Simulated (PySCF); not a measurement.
Species: C₄H₁₂BO (charge -1).
SMILES with atom numbers: `[CH3:1][CH2:2][CH2:3][BH2-:4][O:5][CH3:6]` (hydrogens: H7, H8, H9 on C1; H10, H11 on C2; H12, H13 on C3; H14, H15 on B4; H16, H17, H18 on C6)

Geometry (PBE0-D3(BJ)/def2-SVP, Å), atoms numbered from 1 in this order:
```
atom  x, y, z in Å
C1    -2.2804    0.9401   -0.4532
C2    -1.1935   -0.0655   -0.0901
C3    -0.1141   -0.2738   -1.1445
B4     1.0713   -1.3087   -0.6588
O5     1.7210   -0.8589    0.6112
C6     2.4686    0.2776    0.5251
H7    -3.0403    1.0593    0.3415
H8    -1.8475    1.9373   -0.6477
H9    -2.8102    0.6392   -1.3747
H10   -0.7042    0.2425    0.8522
H11   -1.6584   -1.0428    0.1390
H12   -0.5772   -0.6611   -2.0756
H13    0.3019    0.7194   -1.4214
H14    0.5582   -2.4296   -0.4307
H15    1.9377   -1.4173   -1.5753
H16    3.0225    0.4596    1.4730
H17    1.8749    1.2065    0.3329
H18    3.2291    0.2421   -0.2944
```

IAO charges (e) from the PBE0/pcSseg-1 density (PySCF), one withheld:

| atom | bonded to | charge |
| --- | --- | --- |
| C1 | C2 H7 H8 H9 | ? |
| C2 | C1 C3 H10 H11 | -0.2281 |
| C3 | C2 B4 H12 H13 | -0.3738 |
| B4 | C3 O5 H14 H15 | -0.1097 |
| O5 | B4 C6 | -0.4870 |
| C6 | O5 H16 H17 H18 | -0.1522 |
| H7 | C1 | +0.1033 |
| H8 | C1 | +0.1139 |
| H9 | C1 | +0.1120 |
| H10 | C2 | +0.1169 |
| H11 | C2 | +0.1102 |
| H12 | C3 | +0.0901 |
| H13 | C3 | +0.0780 |
| H14 | B4 | -0.0918 |
| H15 | B4 | -0.1151 |
| H16 | C6 | +0.0893 |
| H17 | C6 | +0.0685 |
| H18 | C6 | +0.0758 |

Q: What is the charge on C1?

A: The charges add up to the total charge, -1. The others sum to -0.5997, which leaves -0.4003 e for C1 (methyl carbon).

Q: Add each hydrogen's charge to the atom that carries it.

A: C1 -0.0711, C2 -0.0010, C3 -0.2057, B4 -0.3166, C6 +0.0814. Atoms without hydrogen keep their charges.

Q: Across which bond do the charges differ most?

A: H8–C1: +0.1139 on H8 against -0.4003 on C1, a difference of 0.5142 e (C1–H9 within 0.003 e of it). The lower charge is on the more electronegative element of the two (Pauling values: C 2.55, H 2.20).

Q: Take the bonds between elements whose Pauling electronegativities differ by more than 0.25. In how many does the more electronegative atom carry the lower charge?

A: In 13 of 13.

Q: How much positive and how much negative charge does this set hold in all?

A: +0.9580 e on 10 atoms and -1.9580 e on 8.

The IAO scheme counts the electrons in orthogonalised intrinsic atomic orbitals, a minimal basis polarised so that it spans the occupied orbitals exactly. Geometry: PBE0-D3(BJ)/def2-SVP, one conformer, isolated ion. The pcSseg-1 basis has no diffuse functions, a weakness for an anion.
